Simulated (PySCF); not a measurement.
**Ionisation energy of Tl⁺ by level of theory**

Tl⁺ [Xe] 4f14 5d10 6s2 (1S) → Tl²⁺ [Xe] 4f14 5d10 6s1 (2S), as a difference of total energies. Computed with PySCF 2.14 in aug-cc-pwCVTZ-PP with ECP60MDF, with a scalar-relativistic core potential. Correlated levels: valence: 5s2 5p6 5d10 frozen; valence and next inner shell: nothing frozen outside the core potential. The calculations carry no spin-orbit coupling.

| method | ionisation energy (eV) |
| --- | --- |
| UHF | 18.361 |
| LDA | 20.966 |
| PBE | 20.502 |
| PBE0 | 20.185 |
| r2SCAN | 20.323 |
| HSE06 | 20.218 |
| revPBE | 20.358 |
| BHandHLYP | 19.944 |
| CAM-B3LYP | 20.333 |
| MP2 (valence) | 18.932 |
| SCS-MP2 (valence) | 19.047 |
| MP2 (valence and next inner shell) | 20.614 |
| SCS-MP2 (valence and next inner shell) | 20.466 |

Errors of the correlated levels include the incompleteness of this basis and the frozen core.

Q: Which method comes closest to the reference value, and which is furthest?

A: The reference is 20.428 eV (measured; NIST Atomic Spectra Database, ionization energies). Closest: SCS-MP2 (valence and next inner shell) (error 0.038 eV); furthest: UHF (error -2.067 eV).
